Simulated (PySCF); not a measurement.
C₄H₂F₃O (charge +1).
SMILES with atom numbers: `[F:1][C:2]([F:3])([F:4])[O:5][c+:6]1[cH:7][cH:8]1` (hydrogens: H9 on C7; H10 on C8)

Cartesian coordinates in Å at the PBE0-D3(BJ)/def2-SVP level; atoms count from 1:
```xyz
10
C4H2F3O angstrom
F     -2.0689    0.5578   -1.5343
C     -1.7083    0.2367   -0.3361
F     -1.5246   -1.0552   -0.2212
F     -2.5291    0.6773    0.5565
O     -0.4400    0.9165   -0.0951
C      0.6308    0.2697    0.1187
C      1.9800    0.3305    0.3736
C      1.3689   -0.8809    0.2788
H      2.8979    0.9029    0.5318
H      1.4454   -1.9709    0.3081
```

Linear response at B3LYP/def2-SVPD (PySCF, frozen core in the response, non-relativistic). Geometry: PBE0-D3(BJ)/def2-SVP, one conformer, isolated ion.

Static isotropic polarisability: 44.62 au (6.61 Å³), principal values 32.3, 42.5, 59.0 au.

(1) What is the polarisability at 1064 nm and at the sodium D line?

(2) What is the isotropic C6 coefficient between two such ions, C6 = (3/π)∫α(iω)² dω?

(3) Which effective excitation energy ω̄ makes London's formula C6 = (3/4)α²ω̄ exact here?

(4) How many electrons N does the Slater–Kirkwood formula C6 = (3/4)·√N·α^(3/2) need to give this C6?

(5) What does −C6/R⁶ come to at R = 10 Å between centres?

(6) What three-body coefficient follows from the one-pole estimate C9 = (3/4)·α·C6?

(7) How anisotropic is the static polarisability, by Δα² = ½[(α1 − α2)² + (α2 − α3)² + (α3 − α1)²]?

Results:

(1) 44.87 au at 1064 nm (+0.6 %), 45.46 au at 589.3 nm (+1.9 %). The rise at 589.3 nm is 3.34 times that at 1064 nm; a pure ω² law gives 3.26. The lowest singlet lies at 183 nm, shorter than both wavelengths.

(2) 1043 au (Eh·bohr⁶) by a ten-point quadrature over imaginary frequencies, which is 623 eV·Å⁶ or 60.1 J·nm⁶/mol.

(3) ω̄ = 4·C6/(3α²) = 0.699 Eh = 19.0 eV. A one-pole form α(ω) = α/(1 − ω²/ω̄²) fitted to the 1064 nm value gives 15.6 eV.

(4) N = (4·C6/3)²/α³ = 21.8; the species has 60 electrons in all.

(5) -60 J/mol. This is the leading, orientation-averaged term; C8 and higher terms are left out. The Coulomb repulsion of the two net charges at that distance is 139 kJ/mol.

(6) 34900 au. This is an estimate from the two numbers above, not a computed integral.

(7) Δα = 23.4 au, or 0.52 of the isotropic value.
